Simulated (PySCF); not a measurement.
La(OH)3(NH3) at several levels of theory

Computed with PySCF 2.14.0 (density fitting, no spin-orbit coupling) at the geometry relaxed with PBE0:

```xyz
11
La(OH)3(NH3) (singlet)
La    0.1770   -0.2177    0.2699
O     1.2873    1.3833    1.3031
H     1.8140    1.9983    1.8129
O    -1.4926   -1.1903    1.3350
H    -2.1236   -1.6848    1.8583
O     1.2161   -1.3517   -1.3108
H     1.7363   -1.8857   -1.9107
N    -1.3424    1.3645   -1.3457
H    -1.9507    1.9878   -0.8131
H    -0.7845    1.9606   -1.9584
H    -1.9532    0.8176   -1.9540
```

| level | basis | state | HOMO (eV) | gap (eV) | charge on La1 (e) | population of f-type functions on La1 (core shells left out) | dipole about the centre of mass (D) | largest force component (eV/Å) |
| --- | --- | --- | --- | --- | --- | --- | --- | --- |
| PBE0 | La def2-SVP with ECP46, O def2-SVP, H def2-SVP, N def2-SVP | singlet | -6.82 | 6.32 | 0.99 | 0.20 | 4.37 | 0.01 |
| B3LYP | the same | singlet | -6.52 | 5.72 | 0.92 | 0.19 | 4.35 | 0.13 |
| M06-L | the same | singlet | -5.30 | 4.90 | 1.17 | 0.18 | 4.26 | 0.20 |
| BLYP | the same | singlet | -5.04 | 3.86 | 0.73 | 0.19 | 4.28 | 0.47 |
| PBE0 | La def2-TZVP with ECP46, O def2-TZVP, H def2-TZVP, N def2-TZVP | singlet | -7.16 | 6.56 | 1.45 | 0.19 | 4.35 | 0.24 |
| PBE0 | La x2c-SVPall, O x2c-SVPall, H x2c-SVPall, N x2c-SVPall | singlet | -6.92 | 6.46 | 1.03 | 0.21 | 4.26 | 0.52 |

Charges are Mulliken's, which hang on the basis. The relaxation used the grid (50, 194), these runs (75, 302) or, all-electron (x2c bases, spin-free X2C Hamiltonian), (99, 590).

What does revPBE with La def2-SVP with ECP46, O def2-SVP, H def2-SVP, N def2-SVP give here?

state singlet, HOMO (eV) -5.11, gap (eV) 3.98, charge on La1 (e) 0.78, population of f-type functions on La1 (core shells left out) 0.19, dipole about the centre of mass (D) 4.27, largest force component (eV/Å) 0.39. Time: 8 s on 2 threads of Arm Neoverse V1, with other jobs on the host, from an already converged density.

In the first row's basis the gap widens with exact exchange: 3.9 to 4.9 eV for BLYP, revPBE, M06-L (none); 5.7 to 6.3 eV for B3LYP, PBE0 (a fixed share).
